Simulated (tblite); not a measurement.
Species: C₈H₉NO.
Structure used (GFN2-xTB), in Å, numbered top down from 1:
```xyz
19
C8H9NO angstrom
N      2.798   -0.433    0.926
C      2.130    0.451    0.147
O      2.697    1.297   -0.505
C      0.622    0.252    0.178
C      0.217   -0.994   -0.557
C     -1.020   -1.492   -0.440
C     -2.109   -0.831    0.222
C     -2.303    0.507    0.225
C     -1.446    1.458   -0.425
C     -0.120    1.332   -0.543
H      3.804   -0.403    0.948
H      2.325   -1.155    1.438
H      0.277    0.191    1.219
H      0.956   -1.473   -1.182
H     -1.250   -2.447   -0.895
H     -2.892   -1.468    0.614
H     -3.233    0.891    0.624
H     -1.937    2.317   -0.863
H      0.475    2.009   -1.138
```

Level: GFN2-xTB in tblite, geometry and Hessian alike; calculated harmonic values, unscaled, isolated species. This tight-binding method is rough: wavenumbers can miss measured ones by several per cent, in bad cases by 10 to 20. One conformer, not necessarily the lowest.

Harmonic wavenumbers (cm⁻¹): 28.0, 104.0, 156.2, 255.7, 265.3, 276.3, 298.9, 380.9, 397.5, 422.0, 539.0, 568.3, 573.4, 646.0, 675.9, 732.5, 778.3, 836.7, 846.0, 883.5, 907.2, 921.6, 924.1, 997.2, 1032.7, 1051.1, 1068.1, 1118.2, 1165.3, 1190.9, 1213.2, 1227.8, 1232.5, 1294.3, 1310.4, 1353.2, 1406.3, 1455.0, 1563.3, 1646.0, 1652.6, 1772.3, 2882.4, 3042.6, 3047.4, 3053.7, 3061.1, 3071.1, 3087.3, 3473.0, 3548.3.

A = 2788, B = 977.5, C = 799.9 MHz; mass 135.068 u (most abundant isotopes); point group C1, symmetry number 1.

Q: Zero-point energy?

A: ½Σν̃ = 32717 cm⁻¹ = 93.54 kcal/mol.

Q: Give the ideal-gas entropy at 200 K and 1 bar in the rigid-rotor, harmonic-oscillator model (classical rotation).

A: Translation 38.66, rotation 28.19, vibration 15.84: S = 82.7 cal/(mol K).

Q: And Cp and H(200 K) − H(0)?

A: Cp = 26.96 cal/(mol K), of which vibrations give 19.01 (their classical limit is 51 R = 101.3); H(200 K) − H(0) = 3.32 kcal/mol without the zero-point energy, 1.73 from vibrations.

Q: What must be added to the electronic energy to get the Gibbs energy at 200 K and 1 bar?

A: ZPE + [H(200 K) − H(0)] − T·S = 93.54 + 3.32 − 16.54 = 80.32 kcal/mol.

Q: How do the functions run with temperature in this model?

A: 
```json
{"T (K)": "100", "S (cal/(mol K))": "68.2", "Cp (cal/(mol K))": "16.2", "H − H(0) (kcal/mol)": "1.17", "G − H(0) (kcal/mol)": "-5.65", "ln q(vib)": "1.56"}
{"T (K)": "300", "S (cal/(mol K))": "95.8", "Cp (cal/(mol K))": "38.4", "H − H(0) (kcal/mol)": "6.59", "G − H(0) (kcal/mol)": "-22.14", "ln q(vib)": "5.88"}
{"T (K)": "500", "S (cal/(mol K))": "120.3", "Cp (cal/(mol K))": "58.1", "H − H(0) (kcal/mol)": "16.36", "G − H(0) (kcal/mol)": "-43.79", "ln q(vib)": "10.77"}
{"T (K)": "800", "S (cal/(mol K))": "151.9", "Cp (cal/(mol K))": "76.0", "H − H(0) (kcal/mol)": "36.75", "G − H(0) (kcal/mol)": "-84.79", "ln q(vib)": "18.15"}
{"T (K)": "1000", "S (cal/(mol K))": "169.7", "Cp (cal/(mol K))": "83.4", "H − H(0) (kcal/mol)": "52.72", "G − H(0) (kcal/mol)": "-116.99", "ln q(vib)": "22.79"}
```

q(vib) and H(0) count from the zero-point level.

Q: Which modes carry the vibrational entropy at 200 K?

A: 28.0 cm⁻¹: 5.17; 104.0 cm⁻¹: 2.61; 156.2 cm⁻¹: 1.86; 255.7 cm⁻¹: 1.03; 265.3 cm⁻¹: 0.98; 276.3 cm⁻¹: 0.92 cal/(mol K); the other 45 give 3.26 together.

Q: Blend soft modes into free rotors: weight 1/[1 + (100 cm⁻¹/ν̃)⁴] for the oscillator and the rest for a rotor with moment μB/(μ + B), μ = h/(8π²ν), B = 10⁻⁴⁴ kg m². What vibrational entropy results?

A: 14.37 cal/(mol K) in place of 15.84, which changes −T·S at 200 K by +0.29 kcal/mol.

Hindered rotation and anharmonicity are outside this model. Other conformers, if any are populated, would add a mixing term that is left out. The structure is chiral; the term R ln 2 for an equal mix with its mirror image is left out.
